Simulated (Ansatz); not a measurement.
Geometry optimisation, Ansatz 0.2.0, RKS CAM-B3LYP-D4/def2-SVP.

Input file:

```yaml
crystal:
  periodic: [false, false, false]
  atoms:
    - { symbol: O, position_ang: [0.0673, 2.0026, 1.092] }
    - { symbol: B, position_ang: [-0.6414, 0.8805, 0.4905] }
    - { symbol: C, position_ang: [0.116, -0.4974, 0.3409] }
    - { symbol: C, position_ang: [0.3382, -0.9407, -1.105] }
    - { symbol: Cl, position_ang: [1.08222, -2.50204, -1.29079] }
    - { symbol: H, position_ang: [-0.1862, 2.0036, 2.046] }
    - { symbol: H, position_ang: [-1.7248, 0.9713, 0.1104] }
    - { symbol: H, position_ang: [-0.3673, -1.2518, 0.9247] }
    - { symbol: H, position_ang: [1.1662, -0.3797, 0.8401] }
    - { symbol: H, position_ang: [1.02682, -0.11505, -1.5559] }
    - { symbol: H, position_ang: [-0.60213, -0.8469, -1.6504] }
basis:
  gaussian: { orbitals: def2-SVP }
hamiltonian:
  xc: cam_b3lyp
  dispersion: d4
relax:
  f_tol: 0.015
  max_steps: 40
```

Launched with:

```bash
$ ansatz run input.yaml --threads 2 --pin off --max-ram 3072MiB --backend cpu --events-out ev --progress --plain --runs-dir out
```

**Question.** Where does it end, and by what steps?

**Answer.** It converged. After 17 steps the energy has fallen by 1.214 eV; O1 moved furthest, 0.73 Å.

```csv
step,energy less start (eV),largest force component (eV/Å),accepted
0,0.0000,3.082,yes
1,-0.4715,1.608,yes
2,-0.7993,1.631,yes
3,-0.8306,2.491,yes
4,-1.1054,0.841,yes
5,-1.1918,0.427,yes
6,-1.1835,0.688,no
7,-1.2103,0.074,yes
8,-1.2108,0.087,yes
9,-1.2121,0.038,yes
10,-1.2131,0.025,yes
11,-1.2130,0.178,no
12,-1.2136,0.025,yes
13,-1.2129,0.127,no
14,-1.2138,0.020,yes
15,-1.2138,0.027,yes
16,-1.2139,0.021,yes
17,-1.2139,0.013,yes
```

```xyz
11
Properties=species:S:1:pos:R:3
O -0.095 1.603 1.682
B -0.461 0.870 0.610
C 0.288 -0.482 0.330
C 0.295 -0.907 -1.122
Cl 1.038 -2.529 -1.357
H -0.626 2.396 1.811
H -1.376 1.256 -0.092
H -0.247 -1.248 0.924
H 1.312 -0.453 0.737
H 0.870 -0.213 -1.749
H -0.722 -0.968 -1.531
```

Whether the end is a true minimum wasn't checked by a vibrational analysis.

Time of the run: 59 s on 2 threads of Arm Neoverse V1, on a shared host, peak memory 0.26 GiB.
